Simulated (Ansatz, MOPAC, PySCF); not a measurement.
Pair of molecules: H2O (SMILES O) (first 3 atoms) with SiH4 (SMILES [SiH4]); geometry from B3LYP-D3(BJ)/def2-TZVP, rigid monomers moved along the line of their centres of mass till O1···Si4 is 4.39 Å.
(charge 0, multiplicity 1):
| atom | x (Å) | y (Å) | z (Å) |
|---|---|---|---|
| O | 0.4646 | 0.3123 | 0.3475 |
| H | 0.0730 | -0.4695 | -0.0562 |
| H | -0.1175 | 1.0418 | 0.1095 |
| Si | -0.4444 | -0.2718 | 4.5980 |
| H | -0.8329 | -1.4866 | 3.8475 |
| H | -0.8067 | -0.4766 | 6.0233 |
| H | -1.1995 | 0.8986 | 4.0974 |
| H | 1.0100 | -0.0382 | 4.5042 |

Interaction energies are E(AB) − E(A) − E(B) at the monomers' geometry in the complex; basis-set methods are counterpoise corrected. Rows marked so take none.

Frozen-core correlation. CBS(a, b) extrapolates the correlation energy as X⁻³ and adds the Hartree–Fock energy of set b. Rows in 3-21G, 6-31G* carry no dispersion term and start afresh at each structure (6-31G* with six Cartesian d functions). MP2/6-31G* freezes PySCF's default core. The state reached by AM1, PM7 isn't checked; PM7 holds dispersion and hydrogen-bond terms.

The values were computed with Ansatz (Gaussian orbitals); MOPAC for AM1, PM7 (differences of heats of formation); PySCF for 3-21G rows, 6-31G* rows, the dispersion terms. Each number belongs to the level named beside it.

Other levels give for the interaction energy: PBE/def2-TZVPPD -1.8; B3LYP/def2-TZVPPD -0.8; B3LYP-D3(BJ)/def2-TZVPPD -2.1; wB97M-V/def2-TZVPPD -2.4; CCSD(T)/CBS(aug-cc-pV(D+d)Z, aug-cc-pV(T+d)Z) -2.3 kJ/mol.

Common cheap choices:

```
level                            interaction energy (kJ/mol)  less -2.3 (CCSD(T)/CBS(aug-cc-pV(D+d)Z, aug-cc-pV(T+d)Z))
-------------------------------  ---------------------------  ---------------------------------------------------------
AM1                                                     -0.2                                                        2.1
PM7                                                     -1.5                                                        0.9
HF/3-21G (no counterpoise)                              -5.0                                                       -2.6
HF/6-31G*                                               -1.7                                                        0.7
HF/6-31G* (no counterpoise)                             -3.9                                                       -1.5
BP86/6-31G* (no counterpoise)                           -4.6                                                       -2.2
M06-2X/6-31G* (no counterpoise)                         -5.3                                                       -2.9
MP2/6-31G*                                              -1.8                                                        0.5
```

Ansatz is a program for electronic structure.
